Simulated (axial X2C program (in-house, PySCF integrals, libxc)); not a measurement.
# RuC⁺ along the bond: HF, with spin–orbit coupling

Calculated with an in-house relativistic program for diatomic molecules. Two-component (2c) means X2C with spin–orbit coupling and atomic mean-field two-electron Coulomb and Gaunt terms. Basis: Ru dyall-cv3z [12s12p8d5f3g], C dyall-v3z [7s6p2d1f] (cores contracted in-house); Gaussian nuclei, density fitting, unrestricted open shells. Masses: Ru 101.904 u, C 12.000 u.

State: Ω = 5/2 (⟨Sz⟩ = 0.50, ⟨Lz⟩ = 2.00 at HF). Dipoles are positive if C is the positive end and refer to the centre of mass.

```json
{"R (Å)": "1.378", "μ (D)": "-2.555", "HOMO (eV)": "-18.35", "LUMO (eV)": "-5.86"}
{"R (Å)": "1.441", "μ (D)": "-2.516", "HOMO (eV)": "-18.22", "LUMO (eV)": "-5.94"}
{"R (Å)": "1.489", "μ (D)": "-2.502", "HOMO (eV)": "-18.10", "LUMO (eV)": "-6.00"}
{"R (Å)": "1.536", "μ (D)": "-2.508", "HOMO (eV)": "-18.00", "LUMO (eV)": "-6.05"}
{"R (Å)": "1.584", "μ (D)": "-2.519", "HOMO (eV)": "-17.91", "LUMO (eV)": "-6.07"}
{"R (Å)": "1.639", "μ (D)": "-2.552", "HOMO (eV)": "-17.85", "LUMO (eV)": "-6.07"}
{"R (Å)": "1.695", "μ (D)": "-2.626", "HOMO (eV)": "-17.84", "LUMO (eV)": "-6.09"}
{"R (Å)": "1.766", "μ (D)": "-2.782", "HOMO (eV)": "-17.75", "LUMO (eV)": "-6.13"}
{"R (Å)": "1.853", "μ (D)": "-3.042", "HOMO (eV)": "-17.24", "LUMO (eV)": "-6.23"}
{"R (Å)": "1.980", "μ (D)": "-3.503", "HOMO (eV)": "-16.54", "LUMO (eV)": "-6.41"}
```

(1) The minimum lies at 1.823 Å. What is the dipole moment there?

The state is a single determinant with fixed occupations, the lowest that a limited PBE0 search found. The determinant is spin-polarised beyond a pure state at some levels (its spin-free form has ⟨S²⟩ too high), which makes Re and μ there less reliable.

Results:

(1) At HF, 2c, with the sign and origin stated: μ = -2.94 D.
